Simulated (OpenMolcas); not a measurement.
**P IV: effect of the active space**

```yaml
Program: OpenMolcas
Method: CASSCF or its RAS form
Basis: ANO-RCC-VTZP
Scalar_Hamiltonian: DKH2, point nucleus
Spin-orbit_coupling: state interaction with AMFI integrals over the reference wave functions, term energies averaged over their components
```

A. 2 electrons in 4 orbitals (3s 3p); 2S+1 = 3 even, 3 roots; 2S+1 = 1 even, 7 roots; 2S+1 = 3 odd, 3 roots; 2S+1 = 1 odd, 3 roots; cost of the order of 11 core-seconds
B. 2 electrons in 8 orbitals (3s 3p 4s 4p); 2S+1 = 3 even, 3 roots; 2S+1 = 1 even, 7 roots; 2S+1 = 3 odd, 3 roots; 2S+1 = 1 odd, 3 roots; cost roughly 16 core-seconds
C. 2 electrons in 9 orbitals (RAS2 3s 3p; RAS3 3d, at most 2 electrons); 2S+1 = 3 even, 3 roots; 2S+1 = 1 even, 7 roots; 2S+1 = 3 odd, 3 roots; 2S+1 = 1 odd, 3 roots; cost roughly 17 core-seconds

Energies in cm-1 above 3s2 1S0, the measured ground level; measured values from Martin, Zalubas and Musgrove, J. Phys. Chem. Ref. Data 14, 751 (1985).

```csv
Level,A,B,C,Measured
3s2 1S0,0.0,0.0,0.0,0.0
3s 3p 3P* 0,67084,67785,66011,67918
3s 3p 3P* 1,67284,67985,66209,68146
3s 3p 3P* 2,67689,68389,66612,68615
3s 3p 1P* 1,117049,117321,106548,
3p2 3P0,165307,165958,163610,164941
3p2 3P1,165510,166160,163813,165185
3p2 3P2,165896,166547,164210,165654
3p2 1D2,179027,179506,156533,158142
```

Deviations, from unrounded energies. A percentage is the sum of absolute deviations over the sum of measured energies, with the sign that they share, or ± where signs differ.

```csv
Against measurement,Levels,A,B,C
mean absolute deviation (cm-1),7,3500,3500,1700
other configurations (%),7,±2.8,±2.9,-1.4
```

C lies closest to measurement on these levels and B furthest from it. The largest miss of C in the table is 3s 3p 3P* 2, by -2000 cm-1. The ranking rests on the paired levels alone, and a cruder setting can come out closer through cancelling errors.

Among A to C the level of the table that moves most is 3p2 1D2, by 23000 cm-1 (lowest in C, highest in B).

The ¹D term of p² mixes with s d, which this space lacks (holds for A; B). Active for correlation alone: 4p 4s; no level in the range computed is led by a configuration that fills them, so any true level of that kind is missing (holds for B). Active for correlation alone: 3d; no level in the range computed is led by a configuration that fills it, so any true level of that kind is missing (holds for C). Some terms mix strongly with configurations of 3d, whose occupation reaches 0.27 (3p2 1D) (holds for C). Measured partners are found by configuration, term and J. A level has none where our copy of the source lacks it or the pairing is in doubt (some pairs that miss far off the trend of their configuration count as doubtful), and it then counts in no deviation. Only configurations of the active space appear. The table leaves out levels that lie high or whose names do not pair safely across all columns.

* marks odd parity.
